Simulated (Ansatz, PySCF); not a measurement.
H₃NS₃W, SMILES [NH]=[W](=[S])([SH])[SH], multiplicity 1. Atoms are numbered in the order given.

```xyz
8

W      0.0594    -0.2021    -0.0634
N     -0.4432    -1.5619    -1.0438
H     -0.2732    -2.4256    -1.5580
S      2.1560    -0.2198     0.3936
S     -0.5163     1.6465    -1.4038
H      0.1266     2.5634    -0.6366
S     -1.0824    -0.2916     1.9995
H     -2.2280    -0.8205     1.5035
```

The structure is a stationary point at B3LYP-D3(BJ)/def2-SVP. The spin state was assumed, not searched. The structure was generated by enumeration; whether it is a known compound was not checked. The def2 effective core potentials stand for the cores of W; spin–orbit coupling is left out. One conformer was computed; it need not be the lowest.

Two levels are set side by side: PBE-D3(BJ)/def2-SVP (Ansatz, a quantum-chemistry and plane-wave program) and B3LYP-D3(BJ)/def2-SVP (Ansatz). Each level has its own optimised geometry; the coordinates shown are those of the second. Frequencies come from the Hessian of PySCF at each geometry. Differences are taken from unrounded values.

```
quantity                            B3LYP-D3(BJ)  PBE-D3(BJ)  PBE-D3(BJ) minus B3LYP-D3(BJ)
----------------------------------  ------------  ----------  -----------------------------
mean bond length (Å)                       1.763       1.769                          0.005
bond W1–N2 (Å)                             1.750       1.759                          0.009
bond W1–S4 (Å)                             2.146       2.154                          0.008
bond W1–S5 (Å)                             2.355       2.351                         -0.004
bond W1–S7 (Å)                             2.360       2.356                         -0.004
bond N2–H3 (Å)                             1.019       1.027                          0.008
bond S5–H6 (Å)                             1.357       1.368                          0.010
bond S7–H8 (Å)                             1.356       1.366                          0.010
highest harmonic wavenumber (cm⁻¹)          3589        3505                            -84
mean harmonic wavenumber (cm⁻¹)              838         815                            -23
zero-point energy (kcal/mol)               21.56       20.98                          -0.58
```

GGA bonds tend to be longer and softer than those of functionals with exact exchange. Differences between two approximate levels are no errors against the true value.
